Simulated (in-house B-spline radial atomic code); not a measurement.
Atomic self-consistent-field run: As (an excited or competing configuration). Method: Dirac-Hartree-Fock, average of the jj configuration, Fermi nucleus of rms radius 4.0968 fm. Calculated with an all-electron radial atomic-structure program (B-spline basis).

In the input, a minus or plus after the letter marks the j = l - 1/2 or j = l + 1/2 subshell.

Command:
```bash
python run_scf.py task.json out
```
Settings (nuclear radius in fm, mass in u):
```
Z                33
configuration    1s2 2s2 2p6 3s2 3p6 3d10 4s2 4p-1 4p+1 4d-1
hamiltonian      dirac
method           hf
spin_polarised   False
nucleus          fermi
rms_radius       4.0968
atomic_mass      74.92159
speed_of_light   137.035999084
```

Output (hartree, bohr):
```
 radial grid: 90 intervals, B-splines of order 8, outer radius 85 bohr

 iter        energy (Eh)    residual
    1      -2258.6300765    4.48e-01
    2      -2259.0725627    7.31e-02
    3      -2259.1990843    1.54e-02
    4      -2259.2014611    6.29e-03
    5      -2259.2017655    7.20e-04
    6      -2259.2017774    3.88e-04
    7      -2259.2017808    5.76e-05
    8      -2259.2017809    2.40e-06
    9      -2259.2017809    1.14e-06
   10      -2259.2017809    6.33e-08

 total energy                    -2259.201781
 kinetic                           2311.20867
 electron-nucleus                 -5449.96349
 electron-electron                  879.55303

 first-order corrections (not in the total)
   Gaunt                            1.16602
   retardation                     -0.10941
   frequency dependence            -0.00452
   self-energy                      0.78082
   Uehling                         -0.07609
   Wichmann-Kroll                   0.00073
   recoil                           0.01217

 orbital      occ     eigenvalue          <r>       <r^2>       <1/r>       <r^4>       r_max    small
 1s1/2      2.000     -439.45158    0.0454764  0.00278413     33.4734 2.00063e-05     0.02974  1.43e-02
 2s1/2      2.000      -58.04587      0.20178   0.0480875     7.44608  0.00402281      0.1697  2.81e-03
 2p1/2      2.000      -51.65786     0.174637   0.0374476     7.37541  0.00284381      0.1344  2.77e-03
 2p3/2      4.000      -50.29827     0.178281   0.0388999     7.16412   0.0030468      0.1374  2.71e-03
 3s1/2      2.000       -8.52290     0.595498    0.408026     2.39535     0.26524       0.521  6.47e-04
 3p1/2      2.000       -6.31237     0.609117    0.435237     2.26508       0.324      0.5167  5.94e-04
 3p3/2      4.000       -6.11261     0.619223    0.449668     2.21596    0.345813      0.5249  5.79e-04
 3d3/2      4.000       -2.32983     0.666902    0.555969     1.92177    0.692787      0.4795  4.56e-04
 3d5/2      6.000       -2.29915     0.670803    0.562076     1.90908    0.705134      0.4824  4.52e-04
 4s1/2      2.000       -0.89675      1.92176     4.22188    0.674647     28.6946        1.62  7.49e-05
 4p1/2      1.000       -0.53621       2.3196     6.21959    0.552871      65.338       1.907  5.21e-05
 4p3/2      1.000       -0.52093      2.34935     6.36983     0.54453     67.8394       1.936  5.09e-05
 4d3/2      1.000       -0.05922      9.31998     101.761    0.131539       17741       7.927  2.51e-06
```

Cost of the run: 4.2 s on 1 thread of Arm Neoverse N1, on a shared host.

For the Dirac Hamiltonian the kinetic term is c α·p + (β - 1)c².
